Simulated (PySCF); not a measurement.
AlCl, SMILES [Al][Cl] (connectivity only; charge and spin as stated), neutral, multiplicity 1.

Coordinates come from a PBE0-D3(BJ)/def2-TZVPD optimisation.

Two levels are set side by side: TDA-PBE/def2-TZVPD (PySCF) and EOM-CCSD/aug-cc-pVDZ (PySCF). Vertical, same geometry; the bases differ. Differences are taken from unrounded values.

```csv
quantity,EOM-CCSD
lowest singlet excitation (eV),4.81
lowest triplet excitation (TDA for PBE) (eV),2.95
```

Question: What does TDA-PBE give, and how far is it from EOM-CCSD? (Estimate from the structure and the level; the computed values follow.)

Answer: 
```tsv
quantity	TDA-PBE	TDA-PBE minus EOM-CCSD
lowest singlet excitation (eV)	4.75	-0.06
lowest triplet excitation (TDA for PBE) (eV)	2.81	-0.14
```

Rough cost on one machine, each run with all the roots and properties that it gave: EOM-CCSD against TDA-PBE within a factor of 2.
